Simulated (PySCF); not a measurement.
# One molecule, several mistakes: AlCl2GeH2 cation

These are calculations, not measurements. The program is PySCF 2.14.0, an open-source quantum chemistry code, run on an isolated molecule that a program drew, which may never have been made. The molecule is AlCl2GeH2 cation (charge +1, singlet), drawn as the SMILES string `[Cl][Al]([Cl])[GeH2+]`.

Each row is a Hartree-Fock (HF) and frozen-core CCSD(T) single point in the cc-pV(D+d)Z basis, meant for a local HF minimum. Run 1 is clean. Each other run has one planted mistake out of seven kinds, and not every kind appears here: one electron removed, one electron added, multiplicity raised by two, geometry at a saddle point, minimal basis STO-3G, one bond length entered in bohr, all coordinates scaled. The reference is restricted for singlets and unrestricted otherwise, and also for a bond in bohr. Adding or removing an electron swaps singlet and doublet. Electrons count all cores. HOMO and LUMO are orbital energies over both spins, the gradient is its largest component, and the lowest frequency (negative if imaginary) is given only where the gradient is small. Bond lengths are over the 5 bonds as drawn. T1 is the CCSD diagnostic: over 0.02 (restricted) or 0.045 (unrestricted) a single reference is doubtful. Germanium has the cc-pVDZ-PP basis, with a core potential (ECP10MDF) in place of its 10 inner electrons, and its 3s, 3p and 3d shells are frozen in CCSD(T).

Geometry of the clean run:
```xyz
6
AlCl2GeH2 cation, angstrom
Cl   -0.3050    1.3483    0.0889
Al    1.0405    0.7612    1.5178
Cl    2.5102    1.6960    2.5960
Ge    0.8378   -1.7192    2.0893
H    -0.0611   -2.2895    3.1784
H     1.5988   -2.8373    1.3894
```

```
run,electrons,basis functions,<S^2>,HOMO (eV),LUMO (eV),gradient (hartree/bohr),lowest frequency (cm^-1),mean bond (Å),longest bond (Å),T1,HF (hartree),CCSD(T) (hartree),mistake
1,80,102,0.000,-16.49,-5.95,6.3e-06,66,1.9393,2.553,0.0125,-1455.34365,-1455.80155,no fault
2,79,102,0.768,-21.31,-13.99,5.6e-02,-,1.9393,2.553,0.0903,-1454.77551,-1455.22101,one electron removed
3,80,102,0.000,-16.50,-6.33,5.8e-05,-98,1.9428,2.573,0.0122,-1455.34162,-1455.79964,geometry at a saddle point
4,80,102,0.000,-16.18,-5.96,3.8e-02,-,2.1119,2.781,0.0146,-1455.30668,-1455.77167,all coordinates scaled
5,81,102,0.768,-7.53,1.06,4.8e-02,-,1.9393,2.553,0.0117,-1455.59020,-1456.05985,?
6,80,102,2.010,-13.93,-8.49,5.9e-02,-,1.9393,2.553,0.0193,-1455.24076,-1455.69778,?
```

**Which mistake was planted in run 5, and what did it cost?**

It counts 81 electrons, one more than the clean run, at the same geometry and basis. So the mistake is: one electron added. Subtracting run 1 and multiplying by 627.51 kcal/mol a hartree, the energy moved by -154.7 kcal/mol in HF and -162.1 kcal/mol in CCSD(T).

**Which mistake was planted in run 6, and what did it cost?**

Electrons, basis and geometry are unchanged, and <S^2> is 2.010, beside S(S+1) = 2.00 for a multiplicity of 3. So the mistake is: multiplicity raised by two. Subtracting run 1 and multiplying by 627.51 kcal/mol a hartree, the energy moved by 64.6 kcal/mol in HF and 65.1 kcal/mol in CCSD(T).

Cautions from the logs. Run 2: T1 is over the limit, so its CCSD(T) energy is less reliable.
